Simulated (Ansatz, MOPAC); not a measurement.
Potential energy curve for H₂Be, SMILES [BeH2]. The Be1–H3 bond (Be1 also carries H; H3 carries nothing else) is varied alone, starting from the PBE0/def2-TZVP optimised geometry. Each curve is given relative to its own lowest point near equilibrium.

| R / Å | A | B | C | D |
|---|---|---|---|---|
| 0.99 | 153.8 | 77.2 | 153.7 | 156.6 |
| 1.07 | 78.2 | 38.4 | 78.1 | 80.9 |
| 1.14 | 37.3 | 16.9 | 37.2 | 39.5 |
| 1.21 | 13.4 | 4.7 | 13.3 | 14.9 |
| 1.25 | 5.6 | 1.3 | 5.6 | 6.7 |
| 1.30 | 0.7 | 0.0 | 0.7 | 1.2 |
| 1.34 | 0.0 | 1.2 | 0.0 | 0.0 |
| 1.37 | 1.0 | 3.3 | 1.0 | 0.7 |
| 1.44 | 7.5 | 11.9 | 7.6 | 6.6 |
| 1.50 | 16.8 | 23.1 | 16.9 | 15.4 |
| 1.55 | 26.4 | 35.0 | 26.6 | 24.8 |
| 1.65 | 49.5 | 64.4 | 49.8 | 47.7 |
| 1.78 | 83.7 | 110.7 | 84.3 | 82.5 |
| 1.98 | 139.0 | 187.0 | 140.0 | 140.5 |
| 2.18 | 191.6 | 259.3 | 193.3 | 198.3 |
| 2.42 | 246.3 | 341.1 | 249.2 | 262.9 |
| 2.69 | 294.6 | 425.4 | 299.1 | 319.3 |
| 2.96 | 328.9 | 495.3 | 334.9 | 351.3 |
| 3.24 | 352.0 | 551.4 | 358.5 | 369.2 |
| 3.67 | 370.0 | 613.8 | 375.0 | 381.0 |
| 4.07 | 376.6 | 654.9 | 379.2 | 384.5 |
| 4.72 | 379.8 | 699.7 | 380.4 | 386.0 |

Energies in kJ/mol.

**Question.** Which curve belongs to which method? The methods are full CI/def2-SVP, frozen core run with Ansatz (a program for electronic structure); PM3, restricted, heats of formation run with MOPAC 23.2.5; CCSD on UHF/def2-SVP, frozen core run with Ansatz; unrestricted PBE0/def2-SVP run with Ansatz.

**Answer.** A is FCI; B is PM3; C is UCCSD; D is UKS-PBE0.

The unrestricted determinant behind UCCSD is spin-contaminated at 2.18 to 4.72 Å (<S²> up to 1.0, against 0.00 for a pure singlet). The restricted form behind PM3 keeps the bonding electrons paired and can't separate into open-shell fragments. The unrestricted determinant behind UKS-PBE0 is spin-contaminated at 2.69 to 4.72 Å (<S²> up to 1.0, against 0.00 for a pure singlet).
